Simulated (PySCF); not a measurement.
**How the method changes the constants of MgPb⁺**

State: ²Π (doublet), unpaired electrons π ↑. Set-up: Mg def2-SVPD, Pb def2-SVPD with ECP60; scalar-relativistic core potentials (PySCF 2.14). De refers to Mg + Pb⁺ in their high-spin ground configurations, without counterpoise correction. The functionals are run spin-unrestricted. A positive dipole points towards Pb; it is taken about the centre of mass and depends on that origin. Levels whose curve was spin-contaminated or gave no clean fit are not listed.

```csv
Level,Re (Å),ωe (cm⁻¹),De (eV),μ (D)
ROHF,3.136,155,n/a,-7.50
ROHF-MP2,3.031,181,n/a,n/a
ROHF-SCS-MP2,3.066,172,n/a,n/a
PBE,3.023,176,n/a,-7.05
r²SCAN,3.003,182,n/a,-7.44
B3LYP,3.037,172,n/a,-7.10
PBE0,3.014,179,n/a,-7.29
B97-3,3.052,170,n/a,-6.99
B2PLYP,3.029,177,n/a,-7.26
```

Q: What does a quarter of exact exchange do here, going from PBE to PBE0?

A: PBE0 less PBE: -0.9 pm in Re, +1.7 % in ωe. Exact exchange removes part of the self-interaction that spreads semilocal densities, and in most molecules shortens and stiffens the bond and lowers De; so it does here.

Q: What does second-order correlation do here, going from ROHF to ROHF-MP2?

A: ROHF-MP2 less ROHF: -10.5 pm in Re, +16.8 % in ωe. Correlation nearly always deepens the well. The bond shortens, as in weak, metallic or heavy-atom bonds, where dispersion and the correlation of outer-core electrons pull the atoms together.

Correlated steps freeze 5 core orbitals. These are scalar-relativistic numbers at best; spin–orbit coupling would shift them, the dissociation energy most. B2PLYP dipoles, levels and charges come from its SCF part alone. UHF is strongly spin-contaminated for MgPb⁺, so the ROHF reference used there is far from stable. The state was picked by a PBE0 search and need not be the measured ground state.

The whole job (state search and all levels along the bond) took about 2.7 min on 1 thread of Arm Neoverse V1 (shared host), peak memory 0.66 GiB.
